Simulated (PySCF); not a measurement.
**Working out the ionisation energy of Hg⁺**

Hg⁺ [Xe] 4f14 5d10 6s1 (2S) → Hg²⁺ [Xe] 4f14 5d10 (1S). Computed with PySCF 2.14 in x2c-TZVPPall (11s7p7d3f1g, 97 functions), with the spin-free X2C one-electron Hamiltonian (Gaussian nucleus). Frozen: [Kr] 4d10 4f14. Energies in hartree (1 hartree = 27.21139 eV):

| part | Hg⁺ (lower) | Hg²⁺ (upper) |
| --- | --- | --- |
| UHF | -19619.592263 | -19618.963972 |
| CCSD correlation | -0.548627 | -0.501950 |
| (T) | -0.014535 | -0.011325 |

Q: What does Hartree-Fock give?

A: (-19618.963972) − (-19619.592263) = 0.628291 hartree = 17.097 eV.

Q: What do CCSD and CCSD(T) give?

A: The CCSD correlation energies differ by 0.046677 hartree = 1.270 eV and the triples by 0.003210 hartree = 0.087 eV, so CCSD gives 18.367 eV and CCSD(T) 18.454 eV.

Measured between the centres of the two terms (NIST): 18.757 eV, so CCSD(T) (valence and next inner shell) is off by -0.303 eV.

What remains against the reference includes basis incompleteness, the frozen core and higher excitations.
